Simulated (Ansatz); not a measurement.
A short molecular-dynamics run on C3H6BrF, SMILES `CC(F)CBr`.

```yaml
crystal:
  periodic: [false, false, false]
  atoms:
    - {symbol: C, position_ang: [-0.808133, -0.435131, 0.986342]}
    - {symbol: C, position_ang: [0.233910, 0.415112, 0.298041]}
    - {symbol: F, position_ang: [1.431288, 0.288426, 0.982622]}
    - {symbol: C, position_ang: [0.439651, -0.013692, -1.131577]}
    - {symbol: Br, position_ang: [1.648590, 1.160309, -2.089202]}
    - {symbol: H, position_ang: [-1.785534, -0.299709, 0.518946]}
    - {symbol: H, position_ang: [-0.884834, -0.145430, 2.035103]}
    - {symbol: H, position_ang: [-0.538308, -1.492417, 0.937528]}
    - {symbol: H, position_ang: [-0.042494, 1.473920, 0.334666]}
    - {symbol: H, position_ang: [-0.502489, 0.003327, -1.676315]}
    - {symbol: H, position_ang: [0.873652, -1.011514, -1.175553]}
basis:
  gaussian: {orbitals: "6-31G*"}
magnetization: {spin_polarized: true, initial_magnetization: 0}
hamiltonian: {xc: {name: PBE}, dispersion: d3bj}
md: {timestep: 1 fs, n_steps: 50, ensemble: nvt_nose_hoover, temperature: 300, initial_velocities: maxwell_boltzmann, seed: 811}
```

```sh
$ ansatz run in.yaml --threads 4 --pin off --events-out ev --progress --plain --max-ram 10444MiB
```

```tsv
step	time (fs)	potential energy (eV)	kinetic (eV)	T (K)	conserved (eV)
0	0.0	-75946.6356	0.3490	300	-75946.2866
1	1.0	-75946.5850	0.3039	261	-75946.2810
2	2.0	-75946.4688	0.1950	168	-75946.2738
3	3.0	-75946.3940	0.1229	106	-75946.2712
4	4.0	-75946.4031	0.1301	112	-75946.2731
5	5.0	-75946.4668	0.1889	162	-75946.2780
6	6.0	-75946.5090	0.2259	194	-75946.2834
7	7.0	-75946.4579	0.1764	152	-75946.2817
8	8.0	-75946.3544	0.0843	72	-75946.2705
9	9.0	-75946.3582	0.0894	77	-75946.2693
10	10.0	-75946.4847	0.2037	175	-75946.2816
11	11.0	-75946.5622	0.2776	239	-75946.2855
12	12.0	-75946.5194	0.2412	207	-75946.2793
13	13.0	-75946.4361	0.1644	141	-75946.2731
14	14.0	-75946.4043	0.1342	115	-75946.2717
15	15.0	-75946.4481	0.1755	151	-75946.2743
16	16.0	-75946.5266	0.2493	214	-75946.2794
17	17.0	-75946.5622	0.2808	241	-75946.2839
18	18.0	-75946.4978	0.2203	189	-75946.2803
19	19.0	-75946.3989	0.1324	114	-75946.2696
20	20.0	-75946.4151	0.1472	127	-75946.2712
21	21.0	-75946.5238	0.2447	210	-75946.2828
22	22.0	-75946.5611	0.2809	241	-75946.2845
23	23.0	-75946.4883	0.2153	185	-75946.2778
24	24.0	-75946.3959	0.1287	111	-75946.2723
25	25.0	-75946.3666	0.1002	86	-75946.2717
26	26.0	-75946.4115	0.1423	122	-75946.2749
27	27.0	-75946.4816	0.2076	178	-75946.2801
28	28.0	-75946.4985	0.2214	190	-75946.2836
29	29.0	-75946.4210	0.1499	129	-75946.2782
30	30.0	-75946.3408	0.0799	69	-75946.2684
31	31.0	-75946.3922	0.1268	109	-75946.2732
32	32.0	-75946.5102	0.2348	202	-75946.2837
33	33.0	-75946.5425	0.2686	231	-75946.2830
34	34.0	-75946.4836	0.2171	187	-75946.2764
35	35.0	-75946.4249	0.1631	140	-75946.2723
36	36.0	-75946.4295	0.1679	144	-75946.2726
37	37.0	-75946.4935	0.2292	197	-75946.2760
38	38.0	-75946.5628	0.2944	253	-75946.2810
39	39.0	-75946.5634	0.2939	253	-75946.2833
40	40.0	-75946.4739	0.2121	182	-75946.2765
41	41.0	-75946.4008	0.1474	127	-75946.2687
42	42.0	-75946.4493	0.1899	163	-75946.2754
43	43.0	-75946.5301	0.2633	226	-75946.2837
44	44.0	-75946.5192	0.2558	220	-75946.2814
45	45.0	-75946.4367	0.1804	155	-75946.2752
46	46.0	-75946.3705	0.1181	102	-75946.2718
47	47.0	-75946.3730	0.1206	104	-75946.2724
48	48.0	-75946.4352	0.1798	155	-75946.2760
49	49.0	-75946.4995	0.2402	206	-75946.2809
50	50.0	-75946.4948	0.2354	202	-75946.2821
```

Velocities are drawn at the set temperature; a run this short doesn't reach equilibrium.

Frames (Å, forces in eV/Å):

```xyz
11
time=0.0 fs
C    -0.808   -0.435    0.986   -0.079   -0.006   -0.033
C     0.234    0.415    0.298   -0.026    0.069    0.034
F     1.431    0.288    0.983    0.556   -0.090    0.302
C     0.440   -0.014   -1.132   -0.144   -0.034    0.006
Br    1.649    1.160   -2.089    0.381    0.333   -0.286
H    -1.786   -0.300    0.519   -0.353    0.013   -0.132
H    -0.885   -0.145    2.035   -0.020    0.088    0.353
H    -0.538   -1.492    0.938    0.083   -0.354   -0.003
H    -0.042    1.474    0.335   -0.188    0.369   -0.036
H    -0.502    0.003   -1.676   -0.332   -0.034   -0.208
H     0.874   -1.012   -1.176    0.123   -0.354    0.004
11
time=3.0 fs
C    -0.808   -0.430    0.973   -0.064    0.244    2.204
C     0.250    0.413    0.311   -0.664   -0.360   -0.688
F     1.424    0.287    0.980    1.275    0.004    0.837
C     0.448   -0.022   -1.113   -1.663   -0.433   -1.550
Br    1.647    1.161   -2.090    0.399    0.224   -0.184
H    -1.760   -0.298    0.457   -0.449    0.077    0.082
H    -0.897   -0.115    2.117    0.020   -0.650   -2.142
H    -0.528   -1.494    0.912   -0.018   -0.065    0.185
H    -0.051    1.449    0.273   -0.186    0.991    0.285
H    -0.563    0.057   -1.698    1.567   -0.371    0.969
H     0.868   -1.049   -1.186   -0.216    0.338    0.000
11
time=6.0 fs
C    -0.809   -0.424    0.974   -0.531   -0.570   -0.058
C     0.261    0.409    0.319   -1.491    1.089   -1.236
F     1.423    0.286    0.980    1.603    0.075    1.126
C     0.445   -0.034   -1.105   -0.291   -0.215   -0.881
Br    1.646    1.162   -2.091    0.360    0.086   -0.115
H    -1.767   -0.292    0.405    0.342   -0.047    0.602
H    -0.909   -0.133    2.041   -0.189   -0.143   -0.311
H    -0.520   -1.500    0.901   -0.174    0.344    0.222
H    -0.072    1.492    0.236    0.374   -0.552    0.521
H    -0.510    0.081   -1.650    0.120   -0.347    0.105
H     0.847   -1.063   -1.195   -0.123    0.280    0.027
11
time=9.0 fs
C    -0.813   -0.421    0.972    0.004   -0.965   -2.822
C     0.263    0.412    0.319   -1.190    0.903   -0.990
F     1.428    0.285    0.986    1.340    0.097    1.001
C     0.441   -0.046   -1.102    1.624    0.489    0.429
Br    1.646    1.164   -2.092    0.266   -0.060   -0.067
H    -1.752   -0.288    0.399    0.006   -0.057    0.316
H    -0.939   -0.158    1.958   -0.468    0.765    2.805
H    -0.526   -1.483    0.909   -0.059   -0.101    0.117
H    -0.064    1.498    0.242    0.379   -0.625    0.452
H    -0.459    0.079   -1.600   -2.160   -0.017   -1.268
H     0.817   -1.058   -1.203    0.259   -0.429    0.027
11
time=12.0 fs
C    -0.817   -0.424    0.956   -0.026    0.440    1.746
C     0.256    0.421    0.312   -0.034   -0.824   -0.091
F     1.440    0.285    0.996    0.684    0.044    0.567
C     0.445   -0.056   -1.098   -1.218    0.794   -1.324
Br    1.646    1.165   -2.093    0.173   -0.179   -0.029
H    -1.742   -0.289    0.418   -0.800    0.009   -0.302
H    -0.999   -0.135    2.049    0.290   -0.240   -1.169
H    -0.535   -1.475    0.926    0.080   -0.485    0.042
H    -0.028    1.463    0.285   -0.173    0.866    0.121
H    -0.546    0.069   -1.632    0.838   -0.347    0.323
H     0.806   -1.083   -1.208    0.186   -0.078    0.114
11
time=15.0 fs
C    -0.823   -0.426    0.950   -0.930    0.162    2.092
C     0.248    0.425    0.304    0.531   -0.594    0.643
F     1.455    0.285    1.009   -0.053   -0.064    0.046
C     0.443   -0.060   -1.103   -1.532    0.286   -1.604
Br    1.646    1.166   -2.095    0.068   -0.264   -0.021
H    -1.786   -0.291    0.418    0.151   -0.144    0.049
H    -1.039   -0.125    2.069    0.579   -0.399   -1.837
H    -0.541   -1.500    0.948   -0.087    0.252   -0.041
H    -0.002    1.487    0.339   -0.223    0.371   -0.181
H    -0.582    0.032   -1.647    1.519   -0.258    0.644
H     0.811   -1.111   -1.203   -0.023    0.653    0.210
11
time=18.0 fs
C    -0.834   -0.426    0.957   -0.601   -0.709   -1.353
C     0.244    0.425    0.300    0.533    0.539    0.954
F     1.469    0.284    1.022   -0.690   -0.134   -0.404
C     0.430   -0.061   -1.118    1.012    0.551    0.322
Br    1.646    1.166   -2.096   -0.036   -0.299   -0.059
H    -1.821   -0.305    0.420    0.732   -0.181    0.174
H    -1.035   -0.143    1.957   -0.011    0.534    1.549
H    -0.553   -1.507    0.965   -0.101    0.432   -0.134
H     0.006    1.537    0.378   -0.001   -1.041   -0.417
H    -0.508   -0.025   -1.619   -1.068    0.126   -0.774
H     0.816   -1.091   -1.181    0.230    0.182    0.143
11
time=21.0 fs
C    -0.849   -0.430    0.956    0.460    0.132   -0.759
C     0.244    0.428    0.303    0.501   -0.294    0.668
F     1.481    0.283    1.034   -1.096   -0.143   -0.698
C     0.424   -0.058   -1.132    1.029    1.012    0.887
Br    1.646    1.167   -2.097   -0.076   -0.254   -0.113
H    -1.803   -0.332    0.433   -0.226    0.061   -0.339
H    -1.029   -0.120    1.956   -0.079    0.427    1.416
H    -0.571   -1.485    0.972    0.174   -0.381   -0.063
H     0.011    1.512    0.383   -0.115   -0.316   -0.325
H    -0.509   -0.074   -1.647   -1.010    0.189   -0.669
H     0.842   -1.058   -1.147    0.438   -0.432   -0.005
11
time=24.0 fs
C    -0.861   -0.434    0.951    0.708    1.093    2.390
C     0.247    0.428    0.311    0.401   -1.656    0.165
F     1.488    0.281    1.042   -1.313   -0.097   -0.849
C     0.424   -0.050   -1.140   -0.733   -0.030   -0.139
Br    1.646    1.167   -2.099   -0.049   -0.124   -0.158
H    -1.801   -0.354    0.420   -0.537    0.235   -0.335
H    -1.027   -0.067    2.060    0.222   -0.722   -1.832
H    -0.577   -1.488    0.975    0.175   -0.300    0.073
H     0.006    1.468    0.361   -0.309    1.141   -0.041
H    -0.581   -0.106   -1.724    1.540    0.216    0.928
H     0.899   -1.051   -1.114   -0.106    0.244   -0.202
11
time=27.0 fs
C    -0.869   -0.431    0.961    0.266    0.053    0.858
C     0.253    0.418    0.320   -0.303   -0.040   -0.267
F     1.488    0.279    1.046   -1.374   -0.065   -0.883
C     0.421   -0.040   -1.148    0.445   -0.561    0.573
Br    1.646    1.167   -2.100   -0.012    0.039   -0.204
H    -1.833   -0.358    0.384    0.647    0.156    0.450
H    -1.011   -0.068    2.032   -0.073   -0.493   -1.029
H    -0.569   -1.512    0.982   -0.135    0.557    0.063
H    -0.021    1.497    0.335    0.149   -0.254    0.129
H    -0.543   -0.121   -1.734    0.817    0.181    0.634
H     0.950   -1.027   -1.097   -0.426    0.427   -0.322
11
time=30.0 fs
C    -0.874   -0.427    0.975    0.959   -0.956   -2.826
C     0.257    0.408    0.327   -0.737    0.911   -0.573
F     1.483    0.277    1.047   -1.205   -0.074   -0.778
C     0.422   -0.034   -1.152    2.871    0.283    2.367
Br    1.646    1.167   -2.102    0.038    0.205   -0.241
H    -1.820   -0.348    0.381    0.478    0.106    0.382
H    -1.003   -0.101    1.942   -0.614    0.837    2.717
H    -0.571   -1.497    0.995   -0.109    0.198    0.012
H    -0.037    1.512    0.319    0.393   -0.952    0.255
H    -0.454   -0.121   -1.701   -2.067   -0.033   -1.067
H     0.969   -0.975   -1.107   -0.008   -0.525   -0.247
11
time=33.0 fs
C    -0.872   -0.429    0.974    1.322    0.767    0.924
C     0.256    0.402    0.331   -0.396   -0.194   -0.445
F     1.472    0.274    1.043   -0.792   -0.115   -0.517
C     0.439   -0.027   -1.140    0.241    0.007    0.566
Br    1.646    1.167   -2.104    0.134    0.370   -0.240
H    -1.775   -0.329    0.404   -0.877    0.138   -0.447
H    -1.038   -0.083    2.021   -0.025   -0.109   -0.383
H    -0.581   -1.469    1.010    0.128   -0.757    0.015
H    -0.023    1.459    0.325   -0.002    0.447    0.230
H    -0.495   -0.121   -1.732    0.223    0.162    0.393
H     0.985   -0.962   -1.138    0.044   -0.715   -0.096
11
time=36.0 fs
C    -0.862   -0.426    0.978   -0.037    0.505    1.960
C     0.252    0.396    0.331   -0.007   -0.516   -0.129
F     1.457    0.270    1.038   -0.247   -0.193   -0.164
C     0.460   -0.020   -1.125   -0.881   -1.251   -0.802
Br    1.646    1.168   -2.107    0.204    0.447   -0.193
H    -1.788   -0.299    0.400   -0.110   -0.087    0.023
H    -1.077   -0.069    2.087    0.478   -0.562   -1.989
H    -0.583   -1.493    1.025   -0.094    0.020   -0.049
H    -0.009    1.440    0.349   -0.274    1.003    0.062
H    -0.531   -0.108   -1.737    1.502    0.239    1.119
H     1.000   -1.001   -1.177   -0.535    0.395    0.160
11
time=39.0 fs
C    -0.851   -0.420    0.994   -0.888   -0.872   -0.921
C     0.248    0.388    0.330   -0.061    1.275    0.162
F     1.441    0.266    1.032    0.281   -0.250    0.220
C     0.476   -0.022   -1.113    0.372   -0.921    0.026
Br    1.646    1.169   -2.109    0.241    0.405   -0.131
H    -1.811   -0.277    0.397    0.834   -0.321    0.506
H    -1.081   -0.095    2.007    0.193    0.260    0.406
H    -0.593   -1.517    1.035   -0.209    0.700   -0.140
H    -0.014    1.489    0.379    0.009   -0.713   -0.213
H    -0.458   -0.075   -1.660   -0.487    0.101   -0.255
H     0.975   -1.015   -1.203   -0.283    0.336    0.341
11
time=42.0 fs
C    -0.846   -0.420    1.003   -0.161   -0.740   -2.251
C     0.244    0.387    0.331    0.109    1.258    0.255
F     1.427    0.261    1.027    0.762   -0.213    0.617
C     0.495   -0.029   -1.101    0.375    0.421    0.575
Br    1.647    1.170   -2.112    0.272    0.278   -0.052
H    -1.775   -0.280    0.430   -0.141   -0.160   -0.124
H    -1.070   -0.097    1.967   -0.120    0.840    2.223
H    -0.617   -1.491    1.035    0.124   -0.201   -0.064
H    -0.021    1.490    0.391    0.001   -0.762   -0.331
H    -0.427   -0.033   -1.603   -1.640    0.027   -1.093
H     0.929   -1.008   -1.201    0.420   -0.749    0.245
11
time=45.0 fs
C    -0.843   -0.424    1.000   -0.232    0.918    1.661
C     0.240    0.394    0.333    0.404   -0.567    0.019
F     1.416    0.254    1.024    1.099   -0.069    0.932
C     0.514   -0.034   -1.087   -2.485    0.087   -1.176
Br    1.648    1.172   -2.115    0.311    0.128    0.045
H    -1.753   -0.295    0.452   -1.083    0.105   -0.548
H    -1.060   -0.043    2.072    0.521   -0.530   -1.384
H    -0.631   -1.482    1.030    0.363   -0.731    0.100
H    -0.030    1.438    0.376   -0.305    0.933   -0.190
H    -0.504    0.009   -1.622    1.241   -0.239    0.387
H     0.911   -1.052   -1.178    0.165   -0.036    0.156
11
time=48.0 fs
C    -0.842   -0.423    1.007   -1.164   -0.014    0.936
C     0.239    0.399    0.335    0.092   -0.389   -0.272
F     1.409    0.248    1.026    1.090    0.134    1.016
C     0.517   -0.039   -1.080   -2.149   -0.633   -1.239
Br    1.649    1.174   -2.118    0.302   -0.024    0.132
H    -1.804   -0.305    0.439    0.419   -0.019    0.420
H    -1.012   -0.025    2.085    0.279   -0.685   -1.500
H    -0.618   -1.520    1.033    0.091    0.582    0.092
H    -0.061    1.450    0.345   -0.023    0.517   -0.014
H    -0.496    0.032   -1.619    1.217   -0.412    0.382
H     0.908   -1.097   -1.141   -0.153    0.944    0.047
11
time=50.0 fs
C    -0.845   -0.422    1.015   -0.918   -0.896   -1.300
C     0.239    0.400    0.335   -0.341    0.568   -0.463
F     1.408    0.243    1.029    0.906    0.247    0.929
C     0.511   -0.045   -1.080   -0.395   -0.275   -0.132
Br    1.650    1.176   -2.120    0.269   -0.114    0.173
H    -1.829   -0.311    0.444    0.887   -0.053    0.686
H    -0.966   -0.045    2.023   -0.185    0.057    0.616
H    -0.603   -1.527    1.039   -0.034    0.867    0.036
H    -0.085    1.488    0.322    0.398   -0.634    0.124
H    -0.432    0.029   -1.598   -0.631   -0.317   -0.588
H     0.900   -1.088   -1.113    0.044    0.548   -0.081
```

Run time 37 s (4 threads of an AMD EPYC 9R45 on a shared host); peak host memory 0.56 GiB.
